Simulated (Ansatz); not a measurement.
Born–Oppenheimer molecular dynamics of H$_{4}$O$_{3}$Sn (8 atoms, charge 0, multiplicity 1). It starts from a relaxed structure.

Method: Ansatz, RKS B3LYP/def2-SVP.

```
ensemble                      : NVE (velocity Verlet)
time step                     : 0.25 fs
steps asked                   : 250
starting velocities drawn for : 1000 K
seed                          : 974262
```

First frame:

```xyz
8
Properties=species:S:1:pos:R:3
Sn -0.047 -0.095 0.343
H 0.205 0.229 1.997
O 1.630 0.079 -0.710
H 1.788 -0.721 -1.233
O -1.373 1.154 -0.455
H -1.016 1.565 -1.256
O -0.728 -1.939 0.040
H -1.552 -1.919 -0.469
```

Question: How far do the bonds stretch over the last three quarters of this one trajectory? (Pairs bonded in most of those frames.)

Answer: 
```csv
bond,mean (Å),spread (Å),shortest,longest
Sn1–H2,1.716,0.025,1.68,1.76
Sn1–O3,1.979,0.034,1.93,2.04
Sn1–O5,2.002,0.051,1.91,2.07
Sn1–O7,2.009,0.042,1.93,2.06
O3–H4,0.971,0.024,0.93,1.01
O5–H6,0.974,0.032,0.92,1.02
O7–H8,0.976,0.040,0.91,1.04
```

Mean temperature of the second half: 492 K. The conserved energy stayed within 0.17 meV per atom of its start (net change 0.073 meV per atom), so the integration is sound. Over the second half the temperature averaged 0.49 of the 1000 K drawn at the start: a run that starts near a minimum puts about half its kinetic energy into the potential. A run of 0.062 ps of so small a system gives no equilibrium averages.

The run took 9.6 min on 2 threads of Arm Neoverse V2, with other jobs on the host, peak memory 0.18 GiB.
